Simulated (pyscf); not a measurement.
Thermochemistry of product channels of `[OH][Sn][OH]` [singlet] + `[GeH2]` [singlet] on the singlet surface, in eV, from ωB97M-D3(BJ)/def2-TZVP energies (ideal gas, 1 atm, RRHO with modes under 100 cm⁻¹ raised to 100, one conformer, R ln 2 for chiral ones without a mode under 150 cm⁻¹). Structures and frequencies: ωB97X-D3(BJ)/def2-SVP in PySCF.

```tsv
products	ΔE	ΔH(298 K)	ΔG(600 K)	ΔG(1200 K)
`[O]=[Sn]([OH])[GeH3]`	+0.61	+0.66	+1.55	(withheld)
`[OH][Sn][O][GeH3]` [singlet]	(withheld)	-1.91	-0.99	-0.11
```

Question: Fill in the missing entries.

Answer: 
- `[O]=[Sn]([OH])[GeH3]`, ΔG(1200 K): +2.39
- `[OH][Sn][O][GeH3]` [singlet], ΔE: -1.98

These are energies of the channels, which say nothing of barriers. Elements up to Kr have no core potential and no relativistic terms here. Elements past Kr carry the def2 core potentials, without spin-orbit coupling.
